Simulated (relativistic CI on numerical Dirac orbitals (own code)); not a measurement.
# Hyperfine structure of Nd⁵⁴⁺, mass number 143

Computed by Dirac-Coulomb-Breit CI, orbitals from a KLI potential per configuration, model QED (radiative potential, 1s self-energy scaled to tabulated hydrogen-like ionisation energies), unscaled Slater integrals (own radial code, finite nucleus).

Configuration list (outside the closed core 1s2): 2s2 2p2, 2s 2p3, 2p4, 2p3 3s, 2p3 3p, 2p3 3d, 2s2 2p 3s, 2s2 2p 3p, 2s2 2p 3d, 2s 2p2 3s, 2s 2p2 3p, 2s 2p2 3d, 2s2 2p 4s, 2s2 2p 4p, 2s2 2p 4d, 2s2 2p 4f. Levels of other configurations are missing.

Nuclear spin I = 7/2, μ = -1.065 μN, Q = -0.61 b (tables of Stone and Pyykkö). The electronic factors are computed for point nuclear moments, without core polarisation or the Bohr-Weisskopf and QED corrections.

| Level | E (eV) | A (GHz) | B (GHz) |
| --- | --- | --- | --- |
| 2s2 2p2 3P_1 | 538.56 | 68.72 | -253 |
| 2s2 2p2 1D_2 | 555.61 | -331.3 | -457 |
| 2s2 2p2 3P_2 | 1109.30 | -134.3 | -48 |
| 2s 2p3 3D°_3 | 1312.95 | -732.3 | 1.34 |
| 2s 2p3 1D°_2 | 1385.15 | 33.32 | 89.8 |
| 2s 2p3 3P°_1 | 1388.27 | -1666 | -118 |
| 2p4 3P_2 | 1617.54 | -128 | -45.1 |

Levels with J = 0, under 50 % of one LS term, or S terms without an open s electron are left out. Small factors come from cancelling terms and can be off by tens of per cent or more.

At this charge energies of transitions that change n are usually good to better than 1 %, and those within a shell (Δn = 0) to a few per cent.

(1) Give the hyperfine levels of 2s2 2p2 1D_2 relative to its centre of gravity.

## Answers

(1) With K = F(F + 1) − I(I + 1) − J(J + 1), E = AK/2 + B[¾K(K + 1) − I(I + 1)J(J + 1)]/[2I(2I − 1)J(2J − 1)]: F = 3/2: 2738, F = 5/2: 2113, F = 7/2: 1124, F = 9/2: -342.1, F = 11/2: -2434 GHz.

LS names give the leading component of a level, which can be under half, so a name can repeat, a term be missing and a line seem to break the LS rules.
